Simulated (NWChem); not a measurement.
System: CClF, singlet; SMILES F[C]Cl

Output (shortened):

```
             Northwest Computational Chemistry Package (NWChem) 7.3.0
             --------------------------------------------------------

                             Geometry "geometry" -> ""
                             -------------------------

 Output coordinates in angstroms (scale by  1.889725989 to convert to a.u.)

  No.       Tag          Charge          X              Y              Z
 ---- ---------------- ---------- -------------- -------------- --------------
    1 F                    9.0000    -0.25503300     1.45267200     0.00000000
    2 C                    6.0000     0.67463600     0.56446900     0.00000000
    3 Cl                  17.0000    -0.11812300    -0.98842300     0.00000000

 Effective nuclear repulsion energy (a.u.)      86.2973829422

                                 NWChem DFT Module
                                 -----------------

 Summary of "ao basis" -> "ao basis" (spherical)
 ------------------------------------------------------------------------------
       Tag                 Description            Shells   Functions and Types
 ---------------- ------------------------------  ------  ---------------------
 F                          6-311g**                 8       18   4s3p1d
 C                          6-311g**                 8       18   4s3p1d
 Cl                         6-311g**                12       26   6s5p1d

            General Information
            -------------------
          SCF calculation type: DFT
          Wavefunction type:  closed shell.
          No. of atoms     :     3
          No. of electrons :    32
           Alpha electrons :    16
            Beta electrons :    16
          Charge           :     0
          Spin multiplicity:     1
          Use of symmetry is: off; symmetry adaption is: off
          Maximum number of iterations: 150
          AO basis - number of functions:    62
                     number of shells:    28
          Convergence on energy requested:  1.00D-06
          Convergence on density requested:  1.00D-05
          Convergence on gradient requested:  5.00D-04

              XC Information
              --------------
                        BHLYP Method XC Functional
                     Hartree-Fock (Exact) Exchange  0.500
                        Slater Exchange Functional  0.500 local
                    Becke 1988 Exchange Functional  0.500 non-local
              Lee-Yang-Parr Correlation Functional  1.000

[...]

                                NWChem TDDFT Module
                                -------------------

            General Information
            -------------------
           No. of orbitals :     124
            Alpha orbitals :      62
             Beta orbitals :      62
        Alpha frozen cores :       0
         Beta frozen cores :       0
     Alpha frozen virtuals :       0
      Beta frozen virtuals :       0
         Spin multiplicity :       1
    Number of AO functions :      62
        Use of symmetry is : off
      Symmetry adaption is : off
         Schwarz screening :  0.10D-07

              XC Information
              --------------
                 BHLYP Method XC Functional
              Hartree-Fock (Exact) Exchange   0.50
                 Slater Exchange Functional   0.50 local
             Becke 1988 Exchange Functional   0.50 non-local
       Lee-Yang-Parr Correlation Functional   1.00

             TDDFT Information
             -----------------
          Calculation type : Tamm-Dancoff TDDFT
         Wavefunction type : Restricted singlets
          No. of electrons :      32
           Alpha electrons :      16
            Beta electrons :      16
              No. of roots :       6
          Max subspacesize :    5200
            Max iterations :     100
               Target root :       1
           Target symmetry : none
             Energy Cutoff :-0.23D+02
      Symmetry restriction : off
                 Algorithm : Optimal
        Davidson threshold :  0.10D-03

    6 smallest eigenvalue differences (eV)
--------------------------------------------------------
  No. Spin  Occ  Vir  Irrep   E(Occ)    E(Vir)   E(Diff)
--------------------------------------------------------
    1    1    2   17 a       -25.395    -0.059   689.437
    2    1    2   18 a       -25.395     0.071   692.984
    3    1    2   19 a       -25.395     0.198   696.433
    4    1    2   20 a       -25.395     0.311   699.507
    5    1    2   21 a       -25.395     0.316   699.633
    6    1    2   22 a       -25.395     0.325   699.878
--------------------------------------------------------

  Entering Davidson iterations
  Restricted singlet excited states

  Iter   NTrls   NConv    DeltaV     DeltaE      Time
  ----  ------  ------  ---------  ---------  ---------
    1      6       0     0.17E+00   0.10+100        6.4
    2     12       0     0.46E-01   0.29E-01        6.2
    3     18       0     0.74E-02   0.93E-03        6.3
    4     24       2     0.96E-03   0.25E-04        6.2
    5     28       6     0.10E-03   0.27E-06        5.9
  ----  ------  ------  ---------  ---------  ---------
  Convergence criterion met

  Ground state a        -598.022560295434 a.u.

  ----------------------------------------------------------------------------
  Root   1 singlet a             25.115939948 a.u.              683.4398 eV
  ----------------------------------------------------------------------------
     Transition Moments    X  0.00000   Y  0.00000   Z  0.03545
     Dipole Oscillator Strength                    0.0210388003
     Electric Quadrupole                           0.0008407879
     Magnetic Dipole                               0.0013415297
     Total Oscillator Strength                     0.0232211179

[...]
```

Level: BHandHLYP/6-311G** (spherical d), restricted-window TDA. Low-valent species are run as closed-shell singlets; no triplet was tried in these runs. Geometry: optimised at PBE0/def2-SVP. The quadrupole and magnetic terms of the printed total strengths depend on the origin.

Which NWChem input produces such a log?

Several could match; the one computed here: the input that was run:
```
start job
memory heap 200 mb stack 900 mb global 1100 mb
geometry units angstroms noautosym nocenter noautoz
  F     -0.255033     1.452672     0.000000
  C      0.674636     0.564469     0.000000
  Cl    -0.118123    -0.988423     0.000000
end
basis spherical
  F library 6-311g**
  C library 6-311g**
  Cl library 6-311g**
end
dft
  xc bhlyp
  iterations 150
end
tddft
  cis
  ecut -23.0
  nroots 6
  notriplet
end
task tddft energy
```
